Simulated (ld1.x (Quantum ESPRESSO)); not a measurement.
Pseudopotential generation for nitrogen: PAW, revPBE, fully relativistic.

```json
{
  "Element": "nitrogen (N)",
  "Generator": "ld1.x (Quantum ESPRESSO) 7.5",
  "Type": "PAW",
  "Functional": "revPBE",
  "Relativity": "fully relativistic",
  "Frozen core": "[He]",
  "Valence charge": "5",
  "Reference configuration": "2s2 2p3",
  "Partial waves": "2s (bound): rcut 0.90, rcutus 1.10 bohr; 2s channel at 2.9 Ry: rcut 0.90, rcutus 1.10 bohr; 2p (bound): rcut 0.85, rcutus 1.20 bohr; 2p channel at 1.9 Ry: rcut 0.85, rcutus 1.20 bohr; 3d channel at -0.1 Ry: rcut 0.80, rcutus 1.05 bohr; 3d channel at 2.1 Ry: rcut 0.80, rcutus 1.05 bohr",
  "Local potential": "all-electron potential smoothed inside 1.00 bohr (lloc = -1)",
  "Core correction": "Bessel-smoothed model core inside 0.95 bohr",
  "Augmentation charge": "BESSEL, radius 0.60 bohr"
}
```

Open shells are filled in proportion to 2j + 1 (rel_dist='average').

Poles of the logarithmic derivatives, all-electron (AE) and pseudo (PS). s: poles at 3.2 (AE) and 3.2 (PS) Ry. p1/2: poles at 2.9 (AE) and 2.9 (PS) Ry. p3/2: poles at 2.9 (AE) and 2.9 (PS) Ry. d3/2: poles at no energy (AE) and no energy (PS) Ry. d5/2: poles at no energy (AE) and no energy (PS) Ry. Test radius 1.30 bohr.

* Configuration tests: test run stopped at test 1 of 7 (negative rho)

The ghost test of this file was not conclusive.
